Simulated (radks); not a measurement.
Task: All-electron calculation, non-relativistic Kohn-Sham, LB94 model potential, spin-polarised, spherical densities, point nucleus; open shells are filled with parallel spins first (spin-orbit coupling, left out, can overturn this in heavy ions). Program: a radial shooting solver on a logarithmic mesh with Libxc functionals. Response by self-consistent Sternheimer equations with the Hartree and adiabatic LDA kernel. For heavy and open-shell atoms this level of theory can miss by tens of per cent. Rank Nd6+, Ce4+, Xe, Pm7+, La3+, Sm8+, Cs+, Ba2+, Pr5+ (NIST ground configurations) by static dipole polarisability, largest first.

Result: Xe 27.36, Cs+ 16.34, Ba2+ 11.06, La3+ 8.050, Ce4+ 6.142, Pr5+ 4.848, Nd6+ 3.931, Pm7+ 3.225, Sm8+ 2.670 bohr^3.
